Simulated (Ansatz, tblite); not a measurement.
Forces on trans-Sn(PH3)2Cl4 (SnP2H6Cl4) at its r2SCAN-D4/def2-SVP geometry. The state is a singlet with charge 0.

In the def2 sets Sn takes a core potential; there is no spin–orbit coupling. The xTB rows come from tblite. Another isomer (singlet) lies 0.06 eV lower at PBE0-D4/def2-TZVP; other spin states weren't run for this one.

GFN1-xTB (tblite), largest force 0.90 eV/Å:

```xyz
13
positions Å, forces eV/Å
Cl   -0.562   -1.699   -1.770   -0.005   -0.007   -0.014
Cl    0.679    1.604    1.526    0.003    0.038   -0.003
Cl    2.393   -0.488   -0.560    0.016   -0.005    0.001
Cl   -2.269    0.252    0.453   -0.022   -0.014    0.026
P    -0.033   -1.949    1.853   -0.068   -0.200    0.249
P     0.008    1.984   -1.816    0.000    0.287   -0.151
Sn    0.065   -0.089   -0.095    0.016   -0.022   -0.024
H     1.121   -2.680    2.231   -0.821    0.311   -0.050
H    -0.956   -3.000    1.639    0.612    0.559    0.356
H    -0.465   -1.461    3.109    0.267   -0.525   -0.686
H    -0.317    1.804   -3.184    0.222    0.355    0.772
H     1.224    2.701   -1.922   -0.857   -0.274   -0.077
H    -0.888    3.021   -1.463    0.636   -0.503   -0.400
```

GFN2-xTB (tblite), largest force 0.81 eV/Å:

```
Cl -0.032 -0.089 -0.104
Cl 0.041 0.111 0.090
Cl 0.135 -0.032 -0.025
Cl -0.144 0.010 0.038
P -0.014 -0.562 0.583
P -0.023 0.611 -0.528
Sn 0.031 -0.043 -0.047
H -0.720 0.180 0.053
H 0.506 0.398 0.383
H 0.215 -0.515 -0.502
H 0.191 0.412 0.589
H -0.724 -0.143 -0.129
H 0.537 -0.339 -0.400
```

PBE-D4/def2-TZVP (Ansatz), largest force 0.07 eV/Å:

```
Cl -0.009 -0.019 -0.027
Cl 0.017 0.040 0.049
Cl 0.035 -0.009 -0.003
Cl -0.062 0.014 0.009
P 0.015 0.010 -0.018
P -0.004 -0.026 0.002
Sn 0.014 -0.020 -0.022
H 0.015 -0.022 0.018
H -0.014 -0.022 0.010
H -0.007 -0.007 0.029
H -0.005 0.010 -0.029
H 0.014 0.023 -0.010
H -0.010 0.028 -0.007
```
